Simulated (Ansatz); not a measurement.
## Abstraction of H: GeH2(CH3)Cl + GeH(CH3)Br → GeH2(CH2)Cl + GeH2(CH3)Br

Species: GeH2(CH3)Cl, singlet; GeH(CH3)Br, doublet; GeH2(CH2)Cl, doublet; GeH2(CH3)Br, singlet. A radical takes H: the energy is the difference in strength between the C–H bond broken and the Ge–H bond made.

Shapes, held fixed at every level: PBE0-D4/def2-TZVP. Flexible molecules stand in one conformer, not always the lowest. Programs: Ansatz 0.2.0. The zero-point and thermal change to 298 K, harmonic and unscaled (PBE0-D4/def2-TZVP), is -11.6 kJ/mol.

(1) Estimate ΔH(298 K) of this reaction.

Results:

(1) The highest level, CCSD(T)/def2-TZVPP, gives ΔH(298 K) = +74.5 kJ/mol; the levels span +70.5 to +104.4. The column of differences is taken from that level and isn't an error. No measured value is set beside it here. Open shells run unrestricted. Relativity is left out for Br, Ge. Outer-core shells of Br, Ge are correlated, in sets that cover them unevenly.

```csv
level,kind,ΔH(298 K) (kJ/mol),less CCSD(T)/def2-TZVPP
MP2/def2-TZVPP,perturbation theory,+84.3,+9.8
SPW92/def2-TZVPP,LDA,+104.4,+29.9
PBE0-D4/def2-TZVPP,global hybrid,+84.1,+9.6
wB97X-V/def2-TZVPP,range-separated hybrid,+76.8,+2.3
CCSD(T)/def2-SVP,coupled cluster or CI,+75.4,+0.9
CCSD/def2-SVP,coupled cluster or CI,+72.3,-2.2
CCSD/def2-TZVPP,coupled cluster or CI,+70.5,-4.0
CCSD(T)/def2-TZVPP,coupled cluster or CI,+74.5,0.0
```
